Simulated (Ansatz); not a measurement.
Relaxation of CH4BClO (8 atoms, charge 0, multiplicity 1), to a largest force component of 0.02 eV/Å in at most 40 steps.

Level of theory: RKS PBE0-D4/6-31G (Ansatz).

```xyz
8
Properties=species:S:1:pos:R:3:forces:R:3
B 0.000 0.000 0.000 -0.31 0.11 0.45
O 0.000 0.000 1.410 -0.98 -0.80 -1.16
H -0.909 -0.281 1.747 1.38 0.70 -0.19
Cl 1.611 0.000 -0.930 -0.84 0.09 0.81
C -1.386 0.000 -0.800 0.93 -0.02 -0.11
H -1.946 -0.930 -0.571 0.06 0.40 -0.18
H -1.990 0.880 -0.495 0.14 -0.41 -0.16
H -1.184 0.051 -1.890 -0.37 -0.06 0.54
```

Problem. Where does it end, and by what steps?

Solution. It converged. The force dipped under the threshold on the way, but the program's further checks kept it going. Limits of this set-up: no polarisation functions. After 23 steps the energy has fallen by 0.253 eV; H6 moved furthest, 0.80 Å.

```json
{"step": "0", "energy less start (eV)": "0.0000", "largest force component (eV/Å)": "1.379", "accepted": "yes"}
{"step": "1", "energy less start (eV)": "-0.0556", "largest force component (eV/Å)": "2.832", "accepted": "yes"}
{"step": "2", "energy less start (eV)": "-0.1557", "largest force component (eV/Å)": "1.935", "accepted": "yes"}
{"step": "3", "energy less start (eV)": "-0.2226", "largest force component (eV/Å)": "0.731", "accepted": "yes"}
{"step": "4", "energy less start (eV)": "-0.2290", "largest force component (eV/Å)": "0.397", "accepted": "yes"}
{"step": "5", "energy less start (eV)": "-0.2323", "largest force component (eV/Å)": "0.070", "accepted": "yes"}
{"step": "6", "energy less start (eV)": "-0.2329", "largest force component (eV/Å)": "0.024", "accepted": "yes"}
{"step": "7", "energy less start (eV)": "-0.2332", "largest force component (eV/Å)": "0.043", "accepted": "yes"}
{"step": "8", "energy less start (eV)": "-0.2335", "largest force component (eV/Å)": "0.070", "accepted": "yes"}
{"step": "9", "energy less start (eV)": "-0.2337", "largest force component (eV/Å)": "0.125", "accepted": "yes"}
{"step": "10", "energy less start (eV)": "-0.2338", "largest force component (eV/Å)": "0.238", "accepted": "yes"}
{"step": "11", "energy less start (eV)": "-0.2417", "largest force component (eV/Å)": "0.027", "accepted": "yes"}
{"step": "12", "energy less start (eV)": "-0.2428", "largest force component (eV/Å)": "0.061", "accepted": "yes"}
{"step": "13", "energy less start (eV)": "-0.2473", "largest force component (eV/Å)": "0.017", "accepted": "yes"}
{"step": "14", "energy less start (eV)": "-0.2350", "largest force component (eV/Å)": "0.642", "accepted": "no"}
{"step": "15", "energy less start (eV)": "-0.2498", "largest force component (eV/Å)": "0.072", "accepted": "yes"}
{"step": "16", "energy less start (eV)": "-0.2485", "largest force component (eV/Å)": "0.285", "accepted": "no"}
{"step": "17", "energy less start (eV)": "-0.2511", "largest force component (eV/Å)": "0.048", "accepted": "yes"}
{"step": "18", "energy less start (eV)": "-0.2516", "largest force component (eV/Å)": "0.113", "accepted": "yes"}
{"step": "19", "energy less start (eV)": "-0.2507", "largest force component (eV/Å)": "0.204", "accepted": "no"}
{"step": "20", "energy less start (eV)": "-0.2528", "largest force component (eV/Å)": "0.013", "accepted": "yes"}
{"step": "21", "energy less start (eV)": "-0.2531", "largest force component (eV/Å)": "0.030", "accepted": "yes"}
{"step": "22", "energy less start (eV)": "-0.2531", "largest force component (eV/Å)": "0.026", "accepted": "yes"}
{"step": "23", "energy less start (eV)": "-0.2532", "largest force component (eV/Å)": "0.013", "accepted": "yes"}
```

```xyz
8
Properties=species:S:1:pos:R:3
B -0.069 -0.110 0.017
O 0.055 0.129 1.356
H -0.738 0.370 1.860
Cl 1.481 -0.549 -0.817
C -1.389 -0.039 -0.812
H -1.593 -1.008 -1.285
H -2.265 0.242 -0.217
H -1.286 0.684 -1.631
```

Time of the run: 57 s on 1 thread of Arm Neoverse V1, on a shared host, peak memory 0.15 GiB.
